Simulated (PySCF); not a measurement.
Gas-phase reaction: 3 BHCl₂ + 4 N₂ + 3 BH₃ → 2 B₃N₃Cl₃H₃ + 2 NH₃

Energies from PySCF, thermal terms from the rigid-rotor harmonic-oscillator model, ideal gas at 1 bar. † marks an energy on the PBE0/def2-TZVP geometry and frequencies; other levels use their own. MP2 and CCSD(T) freeze the core. 6-31G* has spherical d functions here. All species are closed-shell singlets. MP2 isn't extrapolated to the basis-set limit. CCSD(T) isn't extrapolated to the basis-set limit.

```json
[
 {"level": "BLYP/def2-TZVP†", "ΔH°(298 K), kJ": "-1434"},
 {"level": "CCSD(T)/def2-SVP†", "ΔH°(298 K), kJ": "-1535"},
 {"level": "HF/6-31G*", "ΔH°(298 K), kJ": "-1302"},
 {"level": "MP2/def2-SVP†", "ΔH°(298 K), kJ": "-1599"},
 {"level": "PBE/def2-TZVP†", "ΔH°(298 K), kJ": "?"},
 {"level": "PBE0/def2-TZVP", "ΔH°(298 K), kJ": "?"},
 {"level": "LDA/def2-TZVP†", "ΔH°(298 K), kJ": "?"},
 {"level": "ωB97M-V/def2-TZVP†", "ΔH°(298 K), kJ": "?"}
]
```

**Question.** What belongs in the gaps?

**Answer.** 
- PBE/def2-TZVP†, ΔH°(298 K), kJ: -1681
- PBE0/def2-TZVP, ΔH°(298 K), kJ: -1754
- LDA/def2-TZVP†, ΔH°(298 K), kJ: -2190
- ωB97M-V/def2-TZVP†, ΔH°(298 K), kJ: -1667
